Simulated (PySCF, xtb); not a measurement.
1,1,1-trifluoropropane (C₃H₅F₃), SMILES C(F)(CC)(F)F.

Harmonic wavenumbers (cm⁻¹) from GFN2-xTB (xtb) at its own minimum, in rising order: 84, 204, 206, 336, 380, 477, 498, 568, 789, 815, 988, 1003, 1063, 1113, 1150, 1192, 1231, 1320, 1416, 1447, 1489, 1491, 3001, 3005, 3050, 3052, 3061.

Q: What does PBE-D3(BJ)/def2-SVP (PySCF) give at its own minimum? (Estimate from the structure and the level; the computed values follow.)

A: 103, 220, 221, 362, 400, 525, 537, 608, 773, 793, 968, 998, 1061, 1164, 1166, 1233, 1275, 1347, 1358, 1403, 1418, 1439, 2989, 3004, 3056, 3084, 3085. Paired by order, the mean absolute difference is 28 cm⁻¹ and the zero-point energies are 49.2 and 49.4 kcal/mol.
